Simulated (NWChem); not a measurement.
## Basis-set convergence for H5NSi

```xyz
7

Si     0.5786     0.0475     0.0000
N     -1.1576    -0.1647     0.0000
H      1.1194    -0.6218    -1.2338
H      1.1194    -0.6218     1.2338
H      1.1063     1.4684     0.0000
H     -1.6711     0.1314    -0.8352
H     -1.6711     0.1314     0.8352
```
Charge 0, spin multiplicity 1.

All runs are NWChem calculations. All single points use one geometry, from PBE/def2-SVP, a minimum by its harmonic frequencies.

Quantity: vertical ionisation energy at the level ΔB3LYP (Δ: difference of total energies, the cation a doublet at the parent's geometry with its hole in an orbital of symmetry a' (Cs labels); it is the state that the SCF runs reached, from PBE0 orbitals for Hartree-Fock references, and need not be the lowest).

B3LYP has NWChem's definition, with VWN1-RPA local correlation. The Pople sets run with spherical d functions. The structure started from a generated list of species. No SCF solution was tested for a lower state.

```json
[
 {"basis": "STO-3G", "functions": "19", "vertical ionisation energy (eV)": "(withheld)"},
 {"basis": "pcseg-1", "functions": "57", "vertical ionisation energy (eV)": "9.89"},
 {"basis": "def2-SVP", "functions": "57", "vertical ionisation energy (eV)": "(withheld)"},
 {"basis": "6-311G**", "functions": "74", "vertical ionisation energy (eV)": "(withheld)"},
 {"basis": "def2-SVPD", "functions": "84", "vertical ionisation energy (eV)": "9.93"},
 {"basis": "aug-pcseg-1", "functions": "95", "vertical ionisation energy (eV)": "9.95"},
 {"basis": "aug-cc-pVDZ", "functions": "95", "vertical ionisation energy (eV)": "9.88"},
 {"basis": "def2-TZVPD", "functions": "125", "vertical ionisation energy (eV)": "9.94"},
 {"basis": "pcseg-2", "functions": "134", "vertical ionisation energy (eV)": "9.94"},
 {"basis": "cc-pVTZ", "functions": "134", "vertical ionisation energy (eV)": "9.88"}
]
```

Task: Complete the blanks.

Result: 
- STO-3G, vertical ionisation energy (eV): 7.21
- def2-SVP, vertical ionisation energy (eV): 9.76
- 6-311G**, vertical ionisation energy (eV): 9.84
